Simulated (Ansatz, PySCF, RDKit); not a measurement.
Pair of molecules: ethylamine (SMILES CCN) (first 10 atoms) with NH3 (SMILES N); geometry from B3LYP-D3(BJ)/def2-TZVP, rigid monomers moved along the line of their centres of mass till N3···H14 is 3.92 Å.
(charge 0, multiplicity 1):
```xyz
14

C      1.34113     0.26814     0.35676
C     -0.11201     0.67681     0.17571
N     -1.00936    -0.37288     0.67884
H      2.00873     1.04835    -0.01299
H      1.55868     0.09405     1.41078
H      1.56050    -0.64679    -0.20127
H     -0.29812     0.92389    -0.87877
H     -0.30934     1.58159     0.75546
H     -1.97988    -0.11734     0.53728
H     -0.85528    -1.23901     0.17366
N     -0.02970    -0.38049     5.44742
H      0.24211    -1.27252     5.84525
H     -0.71918     0.02400     6.07091
H     -0.48767    -0.56872     4.55500
```

Monomers are frozen at their geometry in the pair; levels with a basis set take the counterpoise correction. RDKit's UFF carries no charges.

Rows in 6-31G* carry no dispersion term and start afresh at each structure (6-31G* with six Cartesian d functions).

The values were computed with Ansatz (Gaussian orbitals); PySCF for 6-31G* rows, the dispersion terms; RDKit for the force fields. 

Task: Give the interaction energy at the level r2SCAN-D4/def2-TZVPPD.

Result: -35 meV

Task: Predict the interaction energy from UFF.

Result: -11 meV

Task: Predict the interaction energy from HF/6-31G*.

Result: -27 meV

Ansatz is a first-principles code.
